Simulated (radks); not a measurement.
The numbers below are computed, except where a source is named.
Problem. The mean radii <r> (bohr) of the occupied orbitals of an atom or ion are listed with their occupations. Level of theory: non-relativistic Kohn-Sham, LB94 model potential, spin-polarised, spherical densities, point nucleus (a radial shooting solver on a logarithmic mesh with Libxc functionals).

orbital  occ.     <r>
1s down     1  0.1106
1s up       1  0.1107
2s up       1  0.4930
2s down     1  0.4958
2p up       1  0.4296

Name the element and its charge. Open shells, if any, are filled with parallel spins first.

Solution. Z = 14, silicon, charge +9: Si9+ in [He] 2s2 2p1. The 1s radius gives Z: for a bare nucleus <r> = 1.5/Z, 0.1071 bohr for Z = 14, and screening makes it slightly larger (0.1106 here). The occupations add up to 5, and the charge is Z minus that.
